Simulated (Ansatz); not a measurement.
`C=C(Cl)S[SiH3]` and `C=[C](Cl)[AlH][CH3]` differ in one atom or group.

Ansatz, PBE0-D4/def2-TZVP geometries, multiplicity 1. Each molecule was computed in one conformer, which needn't be the lowest.

```json
{"property": "HOMO–LUMO gap (B3LYP/def2-TZVPP) / eV", "`C=C(Cl)S[SiH3]`": "5.94"}
{"property": "LUMO energy (B3LYP/def2-TZVPP) / eV", "`C=C(Cl)S[SiH3]`": "-0.85"}
{"property": "size of the dipole moment (ωB97M-V/def2-TZVPP) / D", "`C=C(Cl)S[SiH3]`": "0.73"}
{"property": "LUMO energy (PBE0/def2-TZVPP) / eV", "`C=C(Cl)S[SiH3]`": "-0.65"}
{"property": "HOMO–LUMO gap (PBE/def2-TZVPP) / eV", "`C=C(Cl)S[SiH3]`": "4.33"}
{"property": "HOMO energy (PBE/def2-TZVPP) / eV", "`C=C(Cl)S[SiH3]`": "-5.92"}
```

Q: Give the same properties after the change, and the shifts. (An estimate is asked.)

A: Ansatz gave: 
| property | `C=[C](Cl)[AlH][CH3]` | shift |
| --- | --- | --- |
| HOMO–LUMO gap (B3LYP/def2-TZVPP) / eV | 5.39 | -0.55 |
| LUMO energy (B3LYP/def2-TZVPP) / eV | -1.84 | -0.99 |
| size of the dipole moment (ωB97M-V/def2-TZVPP) / D | 2.19 | 1.46 |
| LUMO energy (PBE0/def2-TZVPP) / eV | -1.63 | -0.98 |
| HOMO–LUMO gap (PBE/def2-TZVPP) / eV | 3.89 | -0.44 |
| HOMO energy (PBE/def2-TZVPP) / eV | -6.32 | -0.40 |

With PBE0 the HOMO falls by 0.45 eV and the LUMO falls by 0.98 eV, so the gap narrows by about 0.53 eV. PBE moves the HOMO by -0.40 eV and ωB97M-V by -0.52 eV. Dipoles are sizes alone; their direction can turn.

B3LYP here is the variant with VWN-RPA as its local correlation; programs differ in this.
